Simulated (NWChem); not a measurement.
Species: HTeOF; SMILES O[Te]F

```xyz
4

Te     0.3341     0.0097    -0.0042
F     -0.8734    -1.5099    -0.0082
O     -1.0230     1.4353    -0.0679
H     -1.3296     1.6012     0.8340
```
Atoms are numbered in this order, from 1.

Program: NWChem. Coordinates come from a PBE0/def2-SVP optimisation. def2 effective core potentials on Te; no spin-orbit coupling. Ions are spin-unrestricted doublets at the neutral geometry; other ion states weren't tried. Functional: LC-ωPBE (HJS hole) with def2-SVP; rows give the range parameter ω in 1/bohr.

```csv
range parameter (1/bohr),"vertical ionisation energy, ΔSCF (eV)",−ε(HOMO) (eV),ΔSCF minus −ε(HOMO) (eV)
0.15,8.65,7.13,1.52
0.25,8.79,8.10,0.69
0.35,8.96,8.76,0.20
0.40,9.04,9.01,0.03
0.60,9.27,9.64,-0.37
```
